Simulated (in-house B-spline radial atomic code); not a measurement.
Results of a calculation; reference values are marked as such.
Correlation energy from the adiabatic connection: −Z exp(−kr)/r, Z = 2.93, k = 0.131

Two electrons in a singlet, external potential −Z exp(−kr)/r, Z = 2.93, k = 0.131 (atomic units). Full CI in B-splines (partial waves to l = 8, correlation up to 0.6 % small) with the density held fixed gives W(λ) = <V_ee>_λ − U, and E_c is the integral of W(λ) − W(0) from 0 to 1.

```json
{"λ": "0", "W(λ) − W(0) (hartree)": "0.00000"}
{"λ": "0.02", "W(λ) − W(0) (hartree)": "-0.00189"}
{"λ": "0.05", "W(λ) − W(0) (hartree)": "-0.00471"}
{"λ": "0.12", "W(λ) − W(0) (hartree)": "-0.01119"}
{"λ": "0.25", "W(λ) − W(0) (hartree)": "-0.02289"}
{"λ": "0.4", "W(λ) − W(0) (hartree)": "-0.03588"}
{"λ": "0.6", "W(λ) − W(0) (hartree)": "-0.05239"}
{"λ": "0.8", "W(λ) − W(0) (hartree)": "-0.06805"}
{"λ": "1", "W(λ) − W(0) (hartree)": "-0.08291"}
```

(1) Integrate the table by the trapezoid rule.

(2) Now use only three numbers: W(0) = -1.603, the initial slope W'(0) = -0.09485 (extrapolated from the first points) and the strong-coupling limit of the point-charge-plus-continuum model, W∞ = -2.282. What do second-order theory and the interpolation W(λ) = W∞ + (W(0) − W∞)/√(1 + 2χλ) of Seidl, Perdew and Levy give?

Results:

(1) The strips give -0.00002, -0.00010, -0.00056, -0.00222, -0.00441, -0.00883, -0.01204, -0.01510, which sum to -0.04326 hartree. The direct value, W(1) − W(0) + T_c with T_c = 0.03959, is -0.04332; the curve is convex, so chords lie above it and the trapezoids fall short in size by 0.12 %.

(2) Second order keeps the slope alone: E_c = W'(0)/2 = -0.04743, +9 % in size against -0.04332. Matching the slope fixes χ = W'(0)/(W∞ − W(0)) = -0.09485/(-0.67900) = 0.13969. Integrating, with s = √(1 + 2χ) = 1.131097, E_c = −(W(0) − W∞)(s − 1)/(s + 1) = −0.67900 × 0.131097/2.131097 = -0.04177 hartree, -3.6 % in size against the full result. At λ = 1 the formula gives W − W(0) = -0.07870 against -0.08291. Part of the miss can come from the model's W∞.
